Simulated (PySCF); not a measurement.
SMILES c12c3c(ccc1)ccc1cccc(c31)cc2 (C16H10) (GFN2-xTB optimised geometry):

```
26

C     -3.497     0.061     0.000
C     -2.791     1.251     0.000
C     -1.396     1.251     0.000
C     -0.633     2.457     0.000
C      0.719     2.433     0.000
C      1.439     1.201     0.000
C      2.833     1.152     0.000
C      3.497    -0.061     0.000
C      2.791    -1.251     0.000
C      1.396    -1.251     0.000
C      0.633    -2.457     0.000
C     -0.719    -2.433     0.000
C     -1.439    -1.201     0.000
C     -2.833    -1.152     0.000
C     -0.708     0.012     0.000
C      0.708    -0.012     0.000
H     -4.577     0.080     0.000
H     -3.319     2.194     0.000
H     -1.169     3.396     0.000
H      1.288     3.353     0.000
H      3.394     2.076     0.000
H      4.577    -0.080     0.000
H      3.319    -2.194     0.000
H      1.169    -3.396     0.000
H     -1.288    -3.353     0.000
H     -3.394    -2.076     0.000
```

Level of theory: PBE0/def2-SVP run with PySCF 2.14.0.

### Question
What are the frontier orbital energies and the dipole moment?

### Answer
HOMO-2 -7.45 eV, HOMO-1 -6.75 eV, HOMO -5.81 eV, LUMO -1.64 eV, LUMO+1 -0.75 eV; dipole moment 0.00 D.

On the same geometry PBE/def2-SVP (PySCF) gives HOMO-2 -6.38 eV, HOMO-1 -5.87 eV, HOMO -5.03 eV, LUMO -2.32 eV, LUMO+1 -1.51 eV; dipole moment 0.00 D.

Meta-Löwdin charges at PBE0/def2-SVP: C1 -0.11, C2 -0.11, C3 0.01, C4 -0.11, C5 -0.11, C6 0.01, C7 -0.11, C8 -0.11, C9 -0.11, C10 0.01, C11 -0.11, C12 -0.11, C13 0.01, C14 -0.11, C15 0.00, C16 0.00, H17 0.11, H18 0.11, H19 0.11, H20 0.11, H21 0.11, H22 0.11, H23 0.11, H24 0.11, H25 0.11, H26 0.11.
